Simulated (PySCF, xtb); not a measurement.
Ir(acac)(CO)2 (C7H7IrO4), SMILES CC1=CC(C)=[O]->[Ir](<-[C-]#[O+])(<-[C-]#[O+])[O]1, multiplicity 1.

GFN2-xTB run with xtb at its own geometry gives an orbital gap of 2.45 eV and a dipole moment of 4.55 D.

The structure is a stationary point at B3LYP-D3(BJ)/def2-SVP. The spin state was assumed, not searched. The isomer is the one that the SMILES or the coordinates give; other isomers of the formula were not compared. The def2 effective core potentials stand for the cores of Ir; spin–orbit coupling is left out. Other conformers were not sampled.

Problem. What does PBE/def2-SVP (PySCF) give? (Estimate from the structure and the level; the computed values follow.)

Solution. gap 3.01 eV (levels -5.46 and -2.45 eV), dipole 3.83 D.
